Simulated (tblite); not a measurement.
Species: C4H8AlCl.
SMILES with atom numbers: `[CH2:1]=[C:2]([CH3:3])[CH2:4][AlH:5][Cl:6]` (hydrogens: H7, H8 on C1; H9, H10, H11 on C3; H12, H13 on C4; H14 on Al5)

Computed with GFN2-xTB (tblite), gas phase: L-BFGS steps from a force-field or distance-geometry start until the largest atomic force falls under 0.01 eV/Å.

Step 53: E = -497.8576 eV
```
atom  x, y, z in Å  |  force x, y, z in eV/Å
C1      1.0748    0.8952    1.3098    0.021   0.004   0.000
C2      0.6328    0.1630    0.2960    0.019   0.013  -0.043
C3      0.9697   -1.2963    0.1726    0.024   0.037   0.010
C4     -0.2383    0.7365   -0.7872   -0.006  -0.010  -0.012
Al5    -2.1241    0.2099   -0.3231    0.011  -0.037  -0.075
Cl6    -2.7712   -1.6287    0.2299   -0.003   0.007   0.017
H7      1.6982    0.4794    2.0825   -0.024   0.006   0.031
H8      0.8374    1.9424    1.3884    0.029   0.034   0.046
H9      1.0125   -1.7637    1.1539    0.027  -0.014  -0.003
H10     0.2249   -1.8085   -0.4334   -0.043  -0.021  -0.020
H11     1.9424   -1.4228   -0.3027    0.001   0.015  -0.030
H12    -0.1502    1.8310   -0.8030   -0.041  -0.060   0.018
H13     0.1125    0.3786   -1.7653   -0.016  -0.030   0.065
H14    -3.2221    1.2834   -0.3252   -0.001   0.056  -0.004
```

Step 54: E = -497.8587 eV
```
atom  x, y, z in Å  |  force x, y, z in eV/Å
C1      1.0774    0.8966    1.3131    0.030   0.037  -0.010
C2      0.6373    0.1668    0.2971    0.010   0.003  -0.022
C3      0.9657   -1.2940    0.1725    0.005  -0.036  -0.029
C4     -0.2332    0.7400   -0.7842   -0.065  -0.013  -0.045
Al5    -2.1210    0.2052   -0.3264    0.039  -0.046  -0.077
Cl6    -2.7675   -1.6330    0.2302   -0.005   0.007   0.018
H7      1.6961    0.4788    2.0870    0.003  -0.013   0.055
H8      0.8485    1.9462    1.3914    0.015   0.015   0.038
H9      1.0210   -1.7609    1.1541    0.031   0.002  -0.023
H10     0.2052   -1.8044   -0.4210    0.026   0.022   0.026
H11     1.9304   -1.4302   -0.3198   -0.045   0.032  -0.006
H12    -0.1538    1.8349   -0.8010   -0.022  -0.058   0.023
H13     0.1173    0.3823   -1.7626   -0.013  -0.022   0.059
H14    -3.2242    1.2714   -0.3372   -0.009   0.070  -0.007
```

Step 55: E = -497.8597 eV
```
atom  x, y, z in Å  |  force x, y, z in eV/Å
C1      1.0758    0.8979    1.3138    0.039   0.030  -0.027
C2      0.6401    0.1678    0.2956    0.003   0.018   0.026
C3      0.9691   -1.2929    0.1707   -0.039  -0.046  -0.015
C4     -0.2332    0.7368   -0.7844   -0.086  -0.022  -0.037
Al5    -2.1221    0.2037   -0.3298    0.044  -0.074  -0.047
Cl6    -2.7731   -1.6319    0.2335    0.000   0.025   0.006
H7      1.6921    0.4799    2.0894    0.016  -0.022   0.057
H8      0.8510    1.9486    1.3935   -0.003  -0.003   0.024
H9      1.0207   -1.7633    1.1505    0.037   0.011   0.002
H10     0.2086   -1.8028   -0.4235    0.023   0.025   0.014
H11     1.9332   -1.4317   -0.3190   -0.009   0.040  -0.027
H12    -0.1636    1.8319   -0.8009   -0.001  -0.038   0.018
H13     0.1188    0.3792   -1.7607   -0.004  -0.017   0.019
H14    -3.2181    1.2763   -0.3355   -0.018   0.073  -0.013
```

**Question.** Estimate the geometry and energy of step 56. (The exact step hangs on the optimiser's Hessian estimate; all steps are aligned on step 55, rigid shifts and turns removed.)

**Answer.** E = -497.8607 eV, largest force 0.073 eV/Å
```
atom  x, y, z in Å  |  force x, y, z in eV/Å
C1      1.0772    0.8995    1.3142    0.042   0.020  -0.024
C2      0.6419    0.1696    0.2952   -0.003   0.010   0.051
C3      0.9684   -1.2925    0.1699   -0.050  -0.048  -0.012
C4     -0.2336    0.7359   -0.7846   -0.065  -0.032  -0.010
Al5    -2.1210    0.1982   -0.3361    0.013  -0.042  -0.022
Cl6    -2.7731   -1.6334    0.2369   -0.007   0.017   0.001
H7      1.6895    0.4798    2.0927    0.015  -0.020   0.035
H8      0.8573    1.9516    1.3954   -0.014  -0.024   0.009
H9      1.0247   -1.7628    1.1498    0.039   0.019  -0.003
H10     0.2021   -1.8018   -0.4186    0.040   0.037   0.021
H11     1.9291   -1.4351   -0.3261   -0.022   0.049  -0.020
H12    -0.1726    1.8309   -0.7969    0.009  -0.016   0.010
H13     0.1246    0.3824   -1.7589    0.000  -0.016  -0.018
H14    -3.2150    1.2771   -0.3397    0.002   0.045  -0.020
```

The energy changes by -0.0010 eV. The first-order estimate −F·Δx gives -0.0014 eV and the mean of the old and new forces, exact on a quadratic surface, -0.0010 eV. The step makes an angle of 73° with the force vector and moves no atom by more than 0.010 Å.

What follows is the cost of the whole relaxation. On one thread, Arm Neoverse V1 (aarch64), on a shared host, this took 1.2 s of wall time.
